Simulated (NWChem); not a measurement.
HSeOCl; SMILES [Se](Cl)O

```xyz
4

Se     0.4126     0.4706     0.0041
Cl    -0.1920    -1.6345     0.0079
O     -1.1584     1.3032     0.0702
H     -1.4970     1.3622    -0.8347
```
Atoms are numbered in this order, from 1.

All runs: NWChem. All runs use the structure optimised with PBE0/def2-SVP. Vertical excitations in the gas phase; the lowest state need not have the same character in each row.

For level Hartree-Fock/aug-cc-pVDZ, TDHF:

| Property | Result |
|---|---|
| lowest excitation, singlet (eV) | 3.42 |
| orbital gap (eV) | 10.69 |

Task: Estimate the same quantities for level B3LYP/aug-cc-pVDZ, full TDDFT.

Result: 
* **lowest excitation, singlet (eV)**: 2.93
* **orbital gap (eV)**: 4.16
